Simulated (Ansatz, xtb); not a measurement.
Relative energy of two structures of BBrH8Si3

We compare X, `B[Si]([SiH3])([SiH3])Br`, a singlet, with Y, a singlet given by its coordinates. Both are isolated molecules in the gas phase, relaxed with PBE0-D3(BJ)/def2-SVP; the shapes shown needn't be the lowest conformers.

X (Å):

```xyz
13

B     0.0771   -0.9007   -0.0519
Br    2.6594    1.5709   -0.1067
Si    0.6700    0.8150   -0.8621
Si    0.8794    0.6105   -3.1947
Si   -0.8918    2.5209   -0.4405
H     0.7132   -1.5020    0.7774
H    -0.9835   -1.3507   -0.4216
H    -0.4358    0.1992   -3.7765
H     1.9150   -0.4099   -3.5373
H     1.2808    1.9359   -3.7540
H    -0.4195    3.7727   -1.1043
H    -1.0239    2.7547    1.0289
H    -2.2207    2.1269   -1.0027
```

Y (Å):

```xyz
13

B    -0.4522    2.8709    0.2596
Br   -2.5627    2.8540   -0.5110
Si    0.5259    1.7146   -1.0765
Si   -0.7408   -0.2653   -1.1586
Si   -2.9150    0.6015   -0.9337
H    -0.2684    4.0679    0.2020
H    -0.5943    2.3929    1.3643
H     0.5556    2.2328   -2.4839
H     1.9263    1.3497   -0.6861
H    -0.5348   -1.1620    0.0214
H    -0.7256   -1.0903   -2.4066
H    -3.7734    0.6322   -2.1526
H    -3.7304    0.1459    0.2283
```

Close contacts (Å): B1–Br2 2.25, B1–Si3 2.02, Br2–Si5 2.32, Si3–Si4 2.35, Si4–Si5 2.35, B1–H6 1.21, B1–H7 1.21, Si3–H8 1.50, Si3–H9 1.50, Si4–H10 1.50, Si4–H11 1.50, Si5–H12 1.49, Si5–H13 1.49.

Task: Estimate E(Y) − E(X) at the level CCSD(T)/def2-SVP + ΔMP2/def2-TZVPP.

Result: Calculated at CCSD(T)/def2-SVP + ΔMP2/def2-TZVPP: E(Y) − E(X) = −4.1 kcal/mol, so structure Y lies lower.

How the difference moves with the method:

```tsv
level	geometry	E(Y) − E(X) (kcal/mol)	departure from the last row (kcal/mol)	job, with rough time for the two
PBE0-D3(BJ)/def2-SVP	PBE0-D3(BJ)/def2-SVP	−6.5	−2.3	optimisation, 3.5 min
HF/def2-SVP	PBE0-D3(BJ)/def2-SVP	+7.8	+12.0	part of the CCSD(T) run
MP2/def2-SVP	PBE0-D3(BJ)/def2-SVP	−3.2	+1.0	part of the CCSD(T) run
CCSD(T)/def2-SVP	PBE0-D3(BJ)/def2-SVP	−2.5	+1.6	single point
CCSD(T)/def2-SVP + ΔMP2/def2-TZVPP	PBE0-D3(BJ)/def2-SVP	−4.1		single point, 80 s
```

HF/def2-SVP puts the two in the other order. The largest departure from CCSD(T)/def2-SVP + ΔMP2/def2-TZVPP is that of HF/def2-SVP, 12.0 kcal/mol. Levels run at GFN2-xTB geometries aren't shown. The last row adds to CCSD(T) the change of the MP2 difference between the two basis sets, here −1.6 kcal/mol.

With thermal terms from frequencies at re-optimised GFN2-xTB minima (ideal gas, soft modes damped towards free rotors, one conformer each, 298.15 K, 1 atm): on the last row, ΔE + ΔZPE = −2.8, ΔH = −3.9, ΔG = −0.6 kcal/mol.

The correlated steps freeze 25 core orbitals; the filled d shell of Br is correlated, in a basis made for valence electrons. Programs: Ansatz 0.2.0, xtb 6.7.1; the last row on 2 threads of Intel(R) Xeon(R) Platinum 8259CL CPU @ 2.50GHz (Skylake/Cascade Lake) on a shared host.
